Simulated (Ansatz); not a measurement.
The lowest singlet and triplet of C6H6 (SMILES C=C1C=CC=C1); geometries from B3LYP-D3(BJ)/def2-TZVP, each state relaxed from the structure named, with no frequency check.
Singlet (charge 0, multiplicity 1):
```xyz
12

C      2.06255    -0.05135     0.36748
C      0.74631    -0.01858     0.13297
C     -0.15599    -1.17185    -0.00228
C     -1.39835    -0.70131    -0.23317
C     -1.35733     0.76991    -0.25781
C     -0.09048     1.17798    -0.04164
H      2.64363     0.85846     0.45095
H      2.59213    -0.98880     0.48190
H      0.15453    -2.20216     0.07524
H     -2.29135    -1.29101    -0.37899
H     -2.21624     1.40322    -0.42412
H      0.27701     2.19142     0.00165
```
Triplet (charge 0, multiplicity 3):
```xyz
12

C      2.12990    -0.05283     0.37948
C      0.76325    -0.01893     0.13599
C     -0.12338    -1.13007     0.00261
C     -1.47330    -0.64281    -0.24775
C     -1.43557     0.71496    -0.27052
C     -0.06044     1.13463    -0.03536
H      2.70467     0.85846     0.46180
H      2.65326    -0.99136     0.49281
H      0.16435    -2.16876     0.07626
H     -2.34162    -1.26737    -0.38844
H     -2.26800     1.38171    -0.43285
H      0.28459     2.15763     0.00373
```

A positive gap puts the triplet lower; no zero-point energy. R- takes a restricted singlet. U- takes an unrestricted singlet (broken symmetry where lower, unprojected). The triplet is unrestricted in single-reference levels. Active spaces average the two states.

Correlated levels freeze the cores.

The values were computed with Ansatz (Gaussian basis) for Hartree–Fock, density functionals and correlated methods. 

Q: Estimate the gap E(singlet) − E(triplet), adiabatic that R-B3LYP/def2-TZVPP returns for this input.

A: -1.54 eV

Ansatz is a first-principles code.
